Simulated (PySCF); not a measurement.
## Electron correlation in P (phosphorus, neutral)

[Ne] 3s1 3p4, high-spin 4P determinant (an excited configuration). Computed with PySCF 2.14 in x2c-QZVPPall with one added diffuse shell each of s, p, d, f type (10s7p5d3f1g, 86 functions), with scalar relativity by spin-free X2C-1e. Frozen: 1s2; 13 electrons correlated.

| level | correlation energy (mhartree) |
| --- | --- |
| CCSD | -298.81 |
| (T) | -14.38 |
| CCSD(T) | -313.19 |

Diagnostics: T1 = 0.025, D1 = 0.1201, largest double amplitude 0.190.

A double-excitation amplitude exceeds 0.15, a sign of near-degeneracy.

Cost of the coupled-cluster step: of the order of 2.1 core-minutes, for 13 correlated electrons.

Iterations:

```
CC2 = 0
CCSD nocc = (np.int64(8), np.int64(5)), nmo = (85, 85)
frozen orbitals [[0], [0]]
max_cycle = 100
direct = 0
conv_tol = 1e-08
conv_tol_normt = 1e-06
diis_space = 8
diis_start_cycle = 0
Init t2, MP2 energy = -0.268427300481911
Init E_corr(UCCSD) = -0.26842730049098
cycle = 1  E_corr(UCCSD) = -0.281744454932488  dE = -0.0133171544  norm(t1,t2) = 0.0909367
cycle = 2  E_corr(UCCSD) = -0.288516368660605  dE = -0.00677191373  norm(t1,t2) = 0.0559557
cycle = 3  E_corr(UCCSD) = -0.298045317338134  dE = -0.00952894868  norm(t1,t2) = 0.0402197
cycle = 4  E_corr(UCCSD) = -0.297916754848982  dE = 0.000128562489  norm(t1,t2) = 0.0127244
cycle = 5  E_corr(UCCSD) = -0.298659200520095  dE = -0.000742445671  norm(t1,t2) = 0.0071443
cycle = 6  E_corr(UCCSD) = -0.298699503302176  dE = -4.03027821e-05  norm(t1,t2) = 0.00567275
cycle = 7  E_corr(UCCSD) = -0.298849789320359  dE = -0.000150286018  norm(t1,t2) = 0.0368155
cycle = 8  E_corr(UCCSD) = -0.298765231910994  dE = 8.45574094e-05  norm(t1,t2) = 0.000932422
cycle = 9  E_corr(UCCSD) = -0.298805716802622  dE = -4.04848916e-05  norm(t1,t2) = 0.00061109
cycle = 10  E_corr(UCCSD) = -0.298795704358406  dE = 1.00124442e-05  norm(t1,t2) = 0.000405011
cycle = 11  E_corr(UCCSD) = -0.298804322271273  dE = -8.61791287e-06  norm(t1,t2) = 0.000270655
cycle = 12  E_corr(UCCSD) = -0.298806666383662  dE = -2.34411239e-06  norm(t1,t2) = 0.000152029
cycle = 13  E_corr(UCCSD) = -0.298808462073514  dE = -1.79568985e-06  norm(t1,t2) = 0.000106808
cycle = 14  E_corr(UCCSD) = -0.298806130649665  dE = 2.33142385e-06  norm(t1,t2) = 7.30316e-05
cycle = 15  E_corr(UCCSD) = -0.298806313359507  dE = -1.82709842e-07  norm(t1,t2) = 5.03488e-05
cycle = 16  E_corr(UCCSD) = -0.298806210052771  dE = 1.03306736e-07  norm(t1,t2) = 0.00034166
cycle = 17  E_corr(UCCSD) = -0.298806661063776  dE = -4.51011005e-07  norm(t1,t2) = 3.25543e-05
cycle = 18  E_corr(UCCSD) = -0.298806774384212  dE = -1.13320436e-07  norm(t1,t2) = 8.65258e-06
cycle = 19  E_corr(UCCSD) = -0.298806653846085  dE = 1.20538127e-07  norm(t1,t2) = 4.33679e-06
cycle = 20  E_corr(UCCSD) = -0.298806516710545  dE = 1.3713554e-07  norm(t1,t2) = 2.28338e-06
cycle = 21  E_corr(UCCSD) = -0.298806477212124  dE = 3.94984217e-08  norm(t1,t2) = 1.20455e-06
cycle = 22  E_corr(UCCSD) = -0.298806483343914  dE = -6.13179008e-09  norm(t1,t2) = 8.44493e-07
UCCSD converged
E(UCCSD) = -341.5429058198723  E_corr = -0.2988064833439136
UCCSD(T) correction = -0.0143753928745812
```

This basis was not built for core-valence correlation, so the inner-shell part is incomplete.
